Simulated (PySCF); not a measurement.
Geometry:
```tsv
atom	x (Å)	y (Å)	z (Å)
C1	3.259	-0.469	-0.240
C2	2.015	0.322	0.093
O3	2.018	1.517	0.312
N4	0.863	-0.374	0.137
Si5	-0.595	0.499	0.543
N6	-0.832	1.677	-0.681
O7	-1.756	-0.626	0.451
Si8	-3.265	-1.049	0.061
H9	3.128	-0.987	-1.187
H10	4.111	0.202	-0.306
H11	3.443	-1.206	0.539
H12	0.884	-1.364	-0.042
H13	-0.538	0.893	1.946
H14	-0.055	2.302	-0.835
H15	-1.702	2.185	-0.707
H16	-3.496	-2.260	0.845
H17	-3.322	-1.294	-1.379
H18	-4.170	0.039	0.438
```

Geometry: GFN2-xTB; GIAO absolute shieldings from PySCF 2.14, gas phase, non-relativistic, averaged over equivalent atoms.

At LC-wPBE/pcSseg-1 (200 basis functions, 45 s wall time on 1 thread of an Arm Neoverse V2, shared host):
```csv
atoms,σ (ppm)
C2,6.1
C1,165.0
O3,-94.3
O7,313.5
N4,132.5
N6,242.0
Si5,391.5
Si8,395.6
H13,26.67
H16/H17/H18,26.80
H12,27.17
H9/H10/H11,29.79
H14/H15,30.52
```

Q: Predict the values at HF/6-311G** on the same geometry.

A: 
| atoms | σ at HF/6-311G** | change |
| --- | --- | --- |
| C2 | 13.0 | +6.9 |
| C1 | 171.4 | +6.4 |
| O3 | -65.7 | +28.6 |
| O7 | 323.0 | +9.5 |
| N4 | 150.2 | +17.7 |
| N6 | 249.2 | +7.2 |
| Si5 | 435.6 | +44.1 |
| Si8 | 440.0 | +44.4 |
| H13 | 27.76 | +1.09 |
| H16/H17/H18 | 27.71 | +0.91 |
| H12 | 27.99 | +0.82 |
| H9/H10/H11 | 30.49 | +0.70 |
| H14/H15 | 31.15 | +0.63 |

The largest change is at Si8 (silicon bonded to O, 3 H). Cost: 220 basis functions, 17 s wall time on 1 thread of an Arm Neoverse V2, shared host.

Hydrogen bonding in solution deshields acid and N–H amide carbonyl carbons by as much as 10 ppm beyond these values.
